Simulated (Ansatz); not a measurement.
Ideal-gas functions of C$_{3}$H$_{4}$Se (`CC1=C[Se]1`) at 400 K and 1 bar, from an Ansatz frequency run at PBE0-D4/def2-TZVP.

Molar mass 119.02 g/mol, point group Cs (symmetry number 1), electronic degeneracy 1, moments of inertia 37.861, 161.85, 196.577 u Å². Harmonic wavenumbers (cm⁻¹, unscaled): 184, 228, 302, 448, 550, 685, 889, 960, 1043, 1044, 1393, 1453, 1465, 1903, 3045, 3118, 3130, 3315.

Use S(trans) = R[1.5 ln M + 2.5 ln T − 1.1517]; rotational temperatures θ = 24.2544 K / I; S(rot) = R[ln(√π/σ · √(T³/θAθBθC)) + 1.5]; for each mode x = 1.438777 ν̃/T, S = R[x/(eˣ − 1) − ln(1 − e⁻ˣ)] and H = RT x/(eˣ − 1); 1 cm⁻¹ = 0.0119627 kJ/mol; R = 8.31446 J/(mol·K).

Problem. By hand: the entropy, in J/(mol·K).

Solution. Translation 174.6. Rotation: θ = 0.6406, 0.1499, 0.1234 K, giving 110.4. Vibration, mode by mode: 11.90, 10.19, 8.02, 5.19, 3.88, 2.65, 1.48, 1.21, 0.95, 0.94, 0.34, 0.28, 0.27, 0.07, 0.00, 0.00, 0.00, 0.00, in all 47.4. Electronic 0.0. Sum 332.4 J/(mol·K).

Problem. By hand: H − E and G − E in kJ/mol, counted from the electronic energy.

Solution. Zero-point energy ½ × 25155 × 0.0119627 = 150.5; thermal vibration 11.2; translation, rotation and pV give 4 RT = 13.3. H − E = 175.0 kJ/mol, and G − E = 175.0 − 400 × 332.4/1000 = 42.0 kJ/mol.

Vibration gives 14 % of the entropy.
